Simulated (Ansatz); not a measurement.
An input meant for Al₇H⁺ (charge 1, doublet; atoms displaced at random, 0.15 Å in each coordinate).

```yaml
crystal:
  periodic: [false, false, false]
  atoms:
    - {symbol: Al, position_ang: [1.608817, 1.114796, 0.472573]}
    - {symbol: Al, position_ang: [-1.559327, 1.304169, 0.305288]}
    - {symbol: Al, position_ang: [-0.091077, -0.256931, 2.058235]}
    - {symbol: Al, position_ang: [-1.449337, -1.205563, -0.869842]}
    - {symbol: Al, position_ang: [0.050887, 2.563486, -1.724188]}
    - {symbol: Xx, position_ang: [1.222487, -1.347308, 0.268395]}
    - {symbol: Al, position_ang: [0.383349, -0.045117, -1.837288]}
    - {symbol: H, position_ang: [0.305900, -1.812346, 1.837853]}
basis:
  gaussian: {orbitals: pcseg-2}
total_charge: 1
magnetization: {spin_polarized: true, initial_magnetization: 1}
hamiltonian: {xc: {name: r2SCAN}}
correlation: {method: rpa}
```

```sh
$ ansatz run in.yaml --threads 4 --pin off --events-out ev --progress --plain --max-ram 4787MiB
```

It prints (some lines left out):

```
Error: YAML parse error: error: line 9 column 16: `Xx` is not an element symbol (H … Og, case-exact)
 7 |     - {symbol: Al, position_ang: [-1.449337, -1.205563, -0.869842]}
 8 |     - {symbol: Al, position_ang: [0.050887, 2.563486, -1.724188]}
 9 |     - {symbol: Xx, position_ang: [1.222487, -1.347308, 0.268395]}
10 |     - {symbol: Al, position_ang: [0.383349, -0.045117, -1.837288]}
11 |     - {symbol: H, position_ang: [0.305900, -1.812346, 1.837853]}
```

What is wrong with this run?

An element symbol is wrong. The input was rejected before any iteration.
